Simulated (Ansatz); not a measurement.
Geometry optimisation, UHF/def2-SVP (Ansatz).

input.yaml

```yaml
crystal:
  periodic: [false, false, false]
  atoms:
    - { symbol: Zn, position_ang: [-0.098616, -1.222428, -1.080794] }
    - { symbol: Cl, position_ang: [1.990272, -0.618905, -0.663121] }
    - { symbol: Cl, position_ang: [-1.982578, -2.06015, -1.622162] }
    - { symbol: H, position_ang: [0.708613, 1.204061, 0.739209] }
    - { symbol: O, position_ang: [-0.237468, 1.286178, 0.850353] }
    - { symbol: H, position_ang: [-0.380323, 1.411244, 1.776516] }
magnetization:
  spin_polarized: true
basis:
  gaussian: { orbitals: def2-SVP }
hamiltonian:
  xc: hf
relax:
  f_tol: 0.03
  max_steps: 50
output:
  orbitals: {}
```

Command:

```bash
$ ansatz run input.yaml --threads 2 --pin off --max-ram 3072MiB --backend cpu --events-out ev --progress --plain --runs-dir out
```

Task: Where does it end, and by what steps?

Result: The forces met the threshold. After 10 steps the energy has fallen by 0.584 eV; H6 moved furthest, 0.97 Å. Joined: Zn1–O5.

```
step  energy less start (eV)  largest force component (eV/Å)  accepted
   0                  0.0000                           0.715       yes
   1                 -0.0787                           1.426       yes
   2                 -0.2423                           1.009       yes
   3                 -0.4149                           0.603       yes
   4                 -0.4586                           1.117       yes
   5                 -0.5411                           0.696       yes
   6                 -0.5600                           0.218       yes
   7                 -0.5663                           0.151       yes
   8                 -0.5787                           0.338       yes
   9                 -0.5836                           0.057       yes
  10                 -0.5839                           0.010       yes
```

```xyz
6
Properties=species:S:1:pos:R:3
Zn 0.113 -0.800 -0.725
Cl 2.263 -0.794 -1.033
Cl -1.923 -1.488 -1.032
H 0.600 1.271 1.037
O -0.118 0.760 0.686
H -0.935 1.051 1.067
```

Whether the end is a true minimum wasn't checked by a vibrational analysis.

The run took 16 s on 2 threads of Arm Neoverse V2, with other jobs on the host, peak memory 0.26 GiB.
